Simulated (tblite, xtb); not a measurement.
CHOS (SMILES O=C=[SH+]), charge +1, singlet, at a GFN2-xTB geometry. Base run: xtb with GFN1-xTB.

Here is a job for xtb.
```
$ xtb mol.xyz --gfn 1 --chrg 1 --json

# file mol.xyz
4

O      1.65943916    -0.41995957     0.20770173
C      0.57320951    -0.15369142     0.08329200
S     -0.95546310     0.29395335    -0.18938823
H     -1.42736083    -0.42142851     0.86884578
```

Programs used: tblite, xtb; a row that names a program was run with it.

The base run was repeated with changes; each row names its change, and settings that it needs were set with it.

```json
[
 {"change": "base", "ΔE vs base (kJ/mol)": "0.00", "HOMO-LUMO gap (eV)": "4.46", "G_solv (kcal/mol)": "-", "SCF cycles": "10"},
 {"change": "gbsa = toluene", "ΔE vs base (kJ/mol)": "-238.4", "HOMO-LUMO gap (eV)": "4.47", "G_solv (kcal/mol)": "-57.41", "SCF cycles": "9"},
 {"change": "alpb = benzene", "ΔE vs base (kJ/mol)": "…", "HOMO-LUMO gap (eV)": "4.47", "G_solv (kcal/mol)": "…", "SCF cycles": "11"},
 {"change": "acc = 0.0001", "ΔE vs base (kJ/mol)": "0.00", "HOMO-LUMO gap (eV)": "4.46", "G_solv (kcal/mol)": "-", "SCF cycles": "13"},
 {"change": "etemp = 10000", "ΔE vs base (kJ/mol)": "…", "HOMO-LUMO gap (eV)": "…", "G_solv (kcal/mol)": "-", "SCF cycles": "10"},
 {"change": "program = tblite; method = gfn1; option = (--guess, eeq)", "ΔE vs base (kJ/mol)": "0.00", "HOMO-LUMO gap (eV)": "-", "G_solv (kcal/mol)": "-", "SCF cycles": "-"},
 {"change": "etemp = 1000", "ΔE vs base (kJ/mol)": "0.00", "HOMO-LUMO gap (eV)": "4.46", "G_solv (kcal/mol)": "-", "SCF cycles": "10"}
]
```

Q: Fill in the missing entries.

A: 
- alpb = benzene, ΔE vs base (kJ/mol): -221.7
- alpb = benzene, G_solv (kcal/mol): -53.19
- etemp = 10000, ΔE vs base (kJ/mol): -30.2
- etemp = 10000, HOMO-LUMO gap (eV): 4.67

ALPB and GBSA are two models with their own fitted parameters for each solvent, which aren't always the measured dielectric constant.
